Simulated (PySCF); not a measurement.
## Identify the compound

An unknown has the formula C12H9F. Its calculated NMR data are:

¹H NMR (400 MHz, computed): δ 7.83 (m, 2H), 7.76 (ddd, J = 8.6, 7.4, 1.4 Hz, 1H), 7.63 (m, 2H), 7.60 (m, 1H), 7.55 (m, 1H), 7.49 (m, 1H), 7.42 (m, 1H).

¹³C{¹H} NMR (computed): δ 165.8 (C, d, J = 314.0 Hz), 142.4 (C, d, J = 1.6 Hz), 139.9 (CH), 138.1 (CH, 2C), 137.2 (CH, d, J = 5.5 Hz), 135.6 (CH), 135.4 (CH, 2C), 134.8 (C, d, J = 9.0 Hz), 130.5 (CH), 122.8 (CH, d, J = 20.3 Hz).

Theory: HF/pcSseg-1 with gauge-including orbitals, J: B3LYP/pcJ-1 (spin–dipole term only in couplings to heteroatoms), geometry from PBE0-D3(BJ)/def2-SVP, in PySCF 2.14.0 with density-fitted response routines (no relativistic terms, single conformer, gas phase, one averaged value for each set of equivalent atoms).

Shifts are taken against calculated references (same method and geometry level): ¹H (σref 31.69) and ¹³C (σref 190.85) against TMS.

Propose a structure and justify it.

Answers


The formula gives 8 degrees of unsaturation (2 rings in the answer). 10 carbon signals for 12 carbons: some carbons are equivalent by symmetry or fast rotation. Carbon types of the structure: 3 × C, 9 × CH, which accounts for all hydrogens. δC 165.8: aromatic carbon bearing fluorine; an ipso carbon deshielded by its heteroatom. δC 142.4, 134.8: substituted aromatic carbon. δC 139.9, 138.1, 137.2, 135.6, 135.4, 130.5, 122.8: aromatic CH. δH 7.83, 7.76, 7.63, 7.60, 7.55, 7.49, 7.42: hydrogen on an aromatic CH; aromatic region.

The compound is SMILES Fc1ccccc1-c1ccccc1.

The data come from this structure; uniqueness wasn't tested.

C–F couplings over four or more bonds (about 3 Hz to the para carbon of a fluoroarene) are left out. Common functionals overestimate the size of one-bond C–F couplings by tens of Hz; these are unscaled. Splittings below 1 Hz are ignored in the labels, and close J values are merged. Couplings among chemically equivalent protons are left out too, so labels in AA′BB′ or AA′XX′ sets are apparent multiplicities. Unscaled 3J(H,H) at this level run about 10 % above measured values. Shifts are as computed. Against solution values, carbons near 30 ppm lie about -0 ppm off and those near 130 ppm about +7 ppm (rms about the fit 1.9 ppm; single classes can miss by 10 ppm). Of 1328 compounds with measured shifts, 309 miss one by over three times the rms of a fit or turn the order of signals round; such compounds aren't used in these exercises. Signals without a measured value on file couldn't be tested in this way.
